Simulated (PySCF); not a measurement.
Worked example: refractive index and permittivity of the vapour

BiF2, SMILES [Bi]([F])[F], multiplicity 2.

The structure is a stationary point at B3LYP-D3(BJ)/def2-TZVP. The spin state was assumed, not searched. The isomer is the one that the SMILES or the coordinates give; other isomers of the formula were not compared. The def2 effective core potentials stand for the cores of Bi; spin–orbit coupling is left out.

r2SCAN/def2-TZVPD run with PySCF gives a mean static polarisability of 43.8 bohr³ and a dipole moment of 4.18 D. Take an ideal gas at 298.15 K and 0.01 bar, whether or not the substance is that volatile.

Q: Work out n − 1 in the optical limit and the static ε − 1.

A: 
Polarisability volume α' = 43.8 × 0.148185 = 6.49 Å³. Number density N = p/kT = 2.43e-7 Å⁻³.
Dilute limit of Lorentz–Lorenz: n − 1 = 2π N α' = 9.9e-6.
Orientation term of Debye: μ²/(3kT) = 8.098 Å³ × μ²(D²) = 141.49 Å³.
ε − 1 = 4π N (α' + μ²/3kT) = 0.00045. Orientation of the dipole supplies 96 % of the static response; it can't follow optical fields. Vibrational polarisation and dispersion are left out.
